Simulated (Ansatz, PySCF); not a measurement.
C3H4Cl2Ge, SMILES ClC1=[CH][Ge@H]([Cl])[CH2]1. Atoms are numbered in the order given.

```xyz
10

Cl     3.1111     0.1604    -0.2903
C      1.3849     0.2066    -0.2172
C      0.6332     1.0508     0.5182
Ge    -0.9648     0.2681    -0.2311
Cl    -2.2033    -0.8699     1.1316
C      0.5405    -0.7491    -1.0229
H      0.9702     1.8293     1.2024
H     -1.9159     1.0908    -1.1082
H      0.6218    -1.7954    -0.6924
H      0.7007    -0.6939    -2.1102
```
Charge 0, spin multiplicity 1.

The structure is a stationary point at PBE0-D3(BJ)/def2-SVP. The structure was generated by enumeration; whether it is a known compound was not checked.

Two levels are set side by side: PBE-D3(BJ)/def2-SVP (Ansatz, a first-principles code) and PBE0-D3(BJ)/def2-SVP (Ansatz). Each level has its own optimised geometry; the coordinates shown are those of the second. Frequencies come from the Hessian of PySCF at each geometry. Differences are taken from unrounded values.

```tsv
quantity	PBE0-D3(BJ)
mean bond length (Å)	1.622
bond Cl1–C2 (Å)	1.728
bond C2–C3 (Å)	1.349
bond C2–Ge4 (Å)	2.351
bond C2–C6 (Å)	1.509
bond C3–Ge4 (Å)	1.931
bond Ge4–Cl5 (Å)	2.165
bond Ge4–C6 (Å)	1.982
bond C3–H7 (Å)	1.090
bond Ge4–H8 (Å)	1.533
bond C6–H9 (Å)	1.100
bond C6–H10 (Å)	1.100
highest harmonic wavenumber (cm⁻¹)	3264
mean harmonic wavenumber (cm⁻¹)	1089
zero-point energy (kcal/mol)	37.35
```

**Question.** What does PBE-D3(BJ) give, and how far is it from PBE0-D3(BJ)? (An estimate is asked for; the answer gives what the named calculation found.)

**Answer.** 
| quantity | PBE-D3(BJ) | PBE-D3(BJ) minus PBE0-D3(BJ) |
|---|---|---|
| mean bond length (Å) | 1.635 | 0.013 |
| bond Cl1–C2 (Å) | 1.744 | 0.016 |
| bond C2–C3 (Å) | 1.360 | 0.012 |
| bond C2–Ge4 (Å) | 2.369 | 0.018 |
| bond C2–C6 (Å) | 1.515 | 0.007 |
| bond C3–Ge4 (Å) | 1.946 | 0.016 |
| bond Ge4–Cl5 (Å) | 2.184 | 0.020 |
| bond Ge4–C6 (Å) | 2.003 | 0.021 |
| bond C3–H7 (Å) | 1.098 | 0.008 |
| bond Ge4–H8 (Å) | 1.548 | 0.015 |
| bond C6–H9 (Å) | 1.108 | 0.008 |
| bond C6–H10 (Å) | 1.109 | 0.008 |
| highest harmonic wavenumber (cm⁻¹) | 3174 | -91 |
| mean harmonic wavenumber (cm⁻¹) | 1046 | -42 |
| zero-point energy (kcal/mol) | 35.90 | -1.45 |

GGA bonds tend to be longer and softer than those of functionals with exact exchange. Differences between two approximate levels are no errors against the true value.
